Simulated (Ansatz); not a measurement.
A nudged elastic band was laid between two geometries of ClH3Sn + H (6 atoms, charge 0, multiplicity 2).

These are results of UKS PBE-D4/def2-SVP in Ansatz 0.2.0, not measurements.

| Item | Value |
| --- | --- |
| movable images | 5 |
| climbing image | yes |
| spring | 5.0 eV/Å² |
| optimiser | fire |
| start path | through a guess of the saddle point |
| force threshold | 0.03 eV/Å |
| iteration limit | 60 |
| end points | relaxed |
| largest step | 0.5 Å |

First end point:

```xyz
6
Properties=species:S:1:pos:R:3
Sn 0.003 0.000 -0.190
Cl 0.021 0.000 2.189
H 1.654 0.000 -0.688
H -0.828 1.433 -0.669
H -0.828 -1.433 -0.669
H -0.019 0.000 5.279
```

Last end point:

```xyz
6
Properties=species:S:1:pos:R:3
Sn 0.000 0.000 -0.262
Cl 0.003 0.000 3.396
H 1.636 0.000 -0.861
H -0.819 1.417 -0.859
H -0.819 -1.417 -0.859
H 0.001 0.000 4.697
```

(1) What changes between the two ends?

(2) Give the energies along the band, and the barrier.

(3) What is the geometry of the highest image?

Results:

(1) Bonds broken: Sn1–Cl2. Bonds formed: Cl2–H6. ClH3Sn + H becomes ClH + H3Sn.

(2) The forces met the threshold. The highest image is number 3 of 0 to 6, 0.125 eV above the first end and 0.633 eV above the last; the last end lies 0.508 eV below the first. Another band between the same ends (5 images) ends at a top of the same energy, where a vibrational analysis finds 1 clearly imaginary mode.

```
image  path coordinate (Å)  energy (eV)  Sn1–Cl2 (Å)  Cl2–H6 (Å)
    0                 0.00        0.000         2.38        3.09
    1                 0.36        0.007         2.38        2.70
    2                 0.72        0.046         2.39        2.30
    3                 1.09        0.125         2.47        1.83
    4                 1.53       -0.359         2.94        1.34
    5                 1.97       -0.485         3.29        1.31
    6                 2.41       -0.508         3.66        1.30
```

(3) 
```xyz
6
Properties=species:S:1:pos:R:3
Sn 0.001 0.000 -0.004
Cl 0.003 0.000 2.467
H 1.653 0.000 -0.505
H -0.827 1.432 -0.501
H -0.827 -1.432 -0.501
H -0.003 0.000 4.296
```

The run took 7.9 min on 1 thread of Intel(R) Xeon(R) Platinum 8259CL CPU @ 2.50GHz (Skylake/Cascade Lake), with other jobs on the host, peak memory 0.14 GiB.
